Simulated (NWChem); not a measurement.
System: CH7NSi2; SMILES C1[SiH2]N[SiH2]1

Excerpt of the output:

```
             Northwest Computational Chemistry Package (NWChem) 7.3.0
             --------------------------------------------------------

                             Geometry "geometry" -> ""
                             -------------------------

 Output coordinates in angstroms (scale by  1.889725989 to convert to a.u.)

  No.       Tag          Charge          X              Y              Z
 ---- ---------------- ---------- -------------- -------------- --------------
    1 C                    6.0000     0.00000000     0.00000000     1.33312100
    2 Si                  14.0000     1.30991200     0.00000000    -0.05419100
    3 N                    7.0000     0.00000000     0.00000000    -1.23436500
    4 Si                  14.0000    -1.30991200     0.00000000    -0.05419100
    5 H                    1.0000     0.00000000     0.90133300     1.97660500
    6 H                    1.0000     0.00000000    -0.90133300     1.97660500
    7 H                    1.0000     2.20534000    -1.21514600    -0.09492800
    8 H                    1.0000     2.20534000     1.21514600    -0.09492800
    9 H                    1.0000     0.00000000     0.00000000    -2.25475300
   10 H                    1.0000    -2.20534000     1.21514600    -0.09492800
   11 H                    1.0000    -2.20534000    -1.21514600    -0.09492800

 Effective nuclear repulsion energy (a.u.)     224.0840776228

                                 NWChem DFT Module
                                 -----------------

 Summary of "ao basis" -> "ao basis" (spherical)
 ------------------------------------------------------------------------------
       Tag                 Description            Shells   Functions and Types
 ---------------- ------------------------------  ------  ---------------------
 C                          def2-svp                 6       14   3s2p1d
 Si                         def2-svp                 8       18   4s3p1d
 N                          def2-svp                 6       14   3s2p1d
 H                          def2-svp                 3        5   2s1p

 in cosmo_initialize ...
 calling solv_data for solv:benzene

 solvent parameters
 solvname_short: benzene
 solvname_long:  benzene
 dielec:        2.2706
 dielecinf:     2.2533
 nonaqueous SMD model solvent descriptors
 dielec:        2.2706
 sola:          0.0000
 solb:          0.1400
 solc:          1.0000
 solg:         40.6200
 solh:          0.0000
 soln:          1.5011

          ---------------
          -cosmo- solvent
          ---------------
 Cosmo: York-Karplus, doi: 10.1021/jp992097l
 dielectric constant -eps-     =   2.27
 screen = (eps-1)/(eps    )    =   0.55959
 surface charge correction     = lagrangian

   van der Waals surface
 --------------------------

[...]

                                COSMO-SMD solvation results
                                ---------------------------

             internal energy in gas <Psi(g)|H|Psi(g)> =      -675.878798355949
         internal energy in solvent <Psi(s)|H|Psi(s)> =      -675.878707561530
                               delta internal energy  =         0.000090794419 (    0.06 kcal/mol)
   total free energy in solvent <Psi(s)|H+V/2|Psi(s)> =      -675.880580365078
 polarization energy contribution <Psi(s)|V/2|Psi(s)> =        -0.001872803548 (   -1.18 kcal/mol)
    total free energy in solvent including G(SMD-CDS) =      -675.881154159547
                       G(SMD-CDS) energy contribution =        -0.000573794470 (   -0.36 kcal/mol)
     1 M fixed-concentration free energy of solvation =        -0.002355803598 (   -1.48 kcal/mol)

                       DFT Final Molecular Orbital Analysis
                       ------------------------------------

 Vector   22  Occ=2.000000D+00  E=-3.386448D-01
              MO Center= -5.2D-08,  2.8D-08, -8.2D-02, r^2= 5.9D+00
   Bfn.  Coefficient  Atom+Function         Bfn.  Coefficient  Atom+Function
  ----- ------------  ---------------      ----- ------------  ---------------
    75      0.234042   7 H  s                80     -0.234042   8 H  s
    90      0.234042  10 H  s                95     -0.234042  11 H  s
    23     -0.207116   2 Si py               55      0.207116   4 Si py
    26     -0.168009   2 Si py               58      0.168009   4 Si py
    76      0.127607   7 H  s                81     -0.127607   8 H  s

 Vector   23  Occ=2.000000D+00  E=-2.867765D-01
              MO Center=  5.4D-09,  1.7D-09,  6.7D-01, r^2= 3.4D+00
   Bfn.  Coefficient  Atom+Function         Bfn.  Coefficient  Atom+Function
  ----- ------------  ---------------      ----- ------------  ---------------
     4      0.417336   1 C  px                7      0.265143   1 C  px
    22     -0.164072   2 Si px               54     -0.164072   4 Si px
    25     -0.144784   2 Si px               57     -0.144784   4 Si px
    24      0.126102   2 Si pz               56     -0.126102   4 Si pz
    75     -0.125464   7 H  s                80     -0.125464   8 H  s

 Vector   24  Occ=2.000000D+00  E=-2.550515D-01
              MO Center=  5.3D-09,  8.8D-10, -8.4D-01, r^2= 3.0D+00
   Bfn.  Coefficient  Atom+Function         Bfn.  Coefficient  Atom+Function
  ----- ------------  ---------------      ----- ------------  ---------------
    37      0.492218   3 N  py               40     -0.405726   3 N  py
    76     -0.181141   7 H  s                81      0.181141   8 H  s
    91      0.181141  10 H  s                96     -0.181141  11 H  s
    75     -0.150365   7 H  s                80      0.150365   8 H  s
    90      0.150365  10 H  s                95     -0.150365  11 H  s

 Vector   25  Occ=0.000000D+00  E=-1.067402D-03
              MO Center=  6.7D-09, -1.0D-09, -1.5D-01, r^2= 5.9D+00
   Bfn.  Coefficient  Atom+Function         Bfn.  Coefficient  Atom+Function
  ----- ------------  ---------------      ----- ------------  ---------------
     3      0.955647   1 C  s                27     -0.796796   2 Si pz
    59     -0.796796   4 Si pz               35     -0.786453   3 N  s
    24     -0.201995   2 Si pz               56     -0.201995   4 Si pz
     9     -0.197218   1 C  pz               86      0.190218   9 H  s
    34     -0.144629   3 N  s                18     -0.132275   2 Si s

 Vector   26  Occ=0.000000D+00  E= 4.362628D-02
              MO Center=  4.7D-08,  1.3D-08,  3.1D-01, r^2= 6.4D+00
   Bfn.  Coefficient  Atom+Function         Bfn.  Coefficient  Atom+Function
  ----- ------------  ---------------      ----- ------------  ---------------
     3      1.831204   1 C  s                25      0.914215   2 Si px
    57     -0.914215   4 Si px               35      0.792911   3 N  s
    66     -0.629356   5 H  s                71     -0.629356   6 H  s
    76     -0.490060   7 H  s                81     -0.490061   8 H  s
    91     -0.490060  10 H  s                96     -0.490060  11 H  s

 Vector   27  Occ=0.000000D+00  E= 7.014218D-02
              MO Center=  3.7D-08, -9.7D-09,  6.1D-01, r^2= 5.0D+00
   Bfn.  Coefficient  Atom+Function         Bfn.  Coefficient  Atom+Function
  ----- ------------  ---------------      ----- ------------  ---------------
    66      0.792908   5 H  s                71     -0.792908   6 H  s
    26     -0.686506   2 Si py               58     -0.686505   4 Si py
    76     -0.528150   7 H  s                81      0.528150   8 H  s
    91      0.528150  10 H  s                96     -0.528150  11 H  s
     8     -0.493659   1 C  py               40      0.355243   3 N  py

     Multipole analysis of the density
     ---------------------------------

     L   x y z        total         alpha         beta         nuclear
     -   - - -        -----         -----         ----         -------
     0   0 0 0     -0.000000    -24.000000    -24.000000     48.000000

     1   1 0 0     -0.000000     -0.000000     -0.000000      0.000000
     1   0 1 0      0.000000      0.000000      0.000000      0.000000
     1   0 0 1     -0.164592      0.711797      0.711797     -1.588186

     2   2 0 0    -32.578204   -136.809742   -136.809742    241.041279
     2   1 1 0      0.000000      0.000000      0.000000      0.000000
     2   1 0 1     -0.000000     -0.000000     -0.000000      0.000000
     2   0 2 0    -32.060807    -29.477463    -29.477463     26.894119
     2   0 1 1     -0.000000     -0.000000     -0.000000      0.000000
     2   0 0 2    -27.168526    -74.908340    -74.908340    122.648154
```

Level: B3LYP/def2-SVP, SMD on the gas-phase geometry. Coordinates come from a PBE-D3(BJ)/def2-SVP optimisation. Solvent: benzene.

Task: Reconstruct the input file.

Result: One answer among several that fit: the input that was run:
```
start job
memory heap 200 mb stack 900 mb global 1100 mb
geometry units angstroms noautosym nocenter noautoz
  C      0.000000     0.000000     1.333121
  Si     1.309912     0.000000    -0.054191
  N      0.000000     0.000000    -1.234365
  Si    -1.309912     0.000000    -0.054191
  H      0.000000     0.901333     1.976605
  H      0.000000    -0.901333     1.976605
  H      2.205340    -1.215146    -0.094928
  H      2.205340     1.215146    -0.094928
  H      0.000000     0.000000    -2.254753
  H     -2.205340     1.215146    -0.094928
  H     -2.205340    -1.215146    -0.094928
end
basis spherical
  * library def2-svp
end
dft
  xc b3lyp
  iterations 150
end
cosmo
  do_cosmo_smd true
  solvent benzene
end
task dft energy
```
